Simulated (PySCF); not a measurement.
CAuO, SMILES O=[C+][Au], charge +1, multiplicity 1.

Geometry: B3LYP-D3(BJ)/def2-TZVP. The spin state was assumed, not searched. The def2 effective core potentials stand for the cores of Au; spin–orbit coupling is left out.

Level of theory: PySCF with TDA-PBE/def2-TZVPD.

Vertical excitations; the highest root listed may be one member of a degenerate set. Gas-phase values at a fixed geometry. State labels are in the subgroup C2v.

Computed lowest excited states:
```json
[
 {"state": "S1", "symmetry": "A1", "energy (eV)": "4.11", "λ (nm)": "302", "f": "0.020", "main pairs": "HOMO→LUMO 99 %"},
 {"state": "S2", "symmetry": "A1", "energy (eV)": "4.24", "λ (nm)": "293", "f": "0.000", "main pairs": "HOMO−1→LUMO (degenerate set)"},
 {"state": "S3", "symmetry": "A2", "energy (eV)": "4.24", "λ (nm)": "293", "f": "0.000", "main pairs": "HOMO−2→LUMO (degenerate set)"},
 {"state": "S4", "symmetry": "B2", "energy (eV)": "5.17", "λ (nm)": "240", "f": "0.003", "main pairs": "HOMO−3→LUMO (degenerate set)"},
 {"state": "S5", "symmetry": "B1", "energy (eV)": "5.17", "λ (nm)": "240", "f": "0.003", "main pairs": "HOMO−4→LUMO (degenerate set)"},
 {"state": "S6", "symmetry": "B1", "energy (eV)": "5.54", "λ (nm)": "224", "f": "0.031", "main pairs": "HOMO→LUMO+1 (degenerate set)"},
 {"state": "S7", "symmetry": "B2", "energy (eV)": "5.54", "λ (nm)": "224", "f": "0.031", "main pairs": "HOMO→LUMO+2 (degenerate set)"},
 {"state": "S8", "symmetry": "B1", "energy (eV)": "5.85", "λ (nm)": "212", "f": "0.000", "main pairs": "HOMO−1→LUMO+1, HOMO−2→LUMO+2 (degenerate set)"},
 {"state": "S9", "symmetry": "B2", "energy (eV)": "5.85", "λ (nm)": "212", "f": "0.000", "main pairs": "HOMO−1→LUMO+2, HOMO−2→LUMO+1 (degenerate set)"},
 {"state": "S10", "symmetry": "B2", "energy (eV)": "6.08", "λ (nm)": "204", "f": "0.030", "main pairs": "HOMO−2→LUMO+1 45 %, HOMO−1→LUMO+2 45 %"},
 {"state": "T1", "symmetry": "A1", "energy (eV)": "3.11", "λ (nm)": "399", "f": "0", "main pairs": "HOMO→LUMO 100 %"},
 {"state": "T2", "symmetry": "A1", "energy (eV)": "3.83", "λ (nm)": "324", "f": "0", "main pairs": "HOMO−1→LUMO (degenerate set)"},
 {"state": "T3", "symmetry": "A2", "energy (eV)": "3.83", "λ (nm)": "324", "f": "0", "main pairs": "HOMO−2→LUMO (degenerate set)"},
 {"state": "T4", "symmetry": "B2", "energy (eV)": "4.43", "λ (nm)": "280", "f": "0", "main pairs": "HOMO−3→LUMO 100 %"}
]
```
Triplets are in the Tamm–Dancoff approximation.
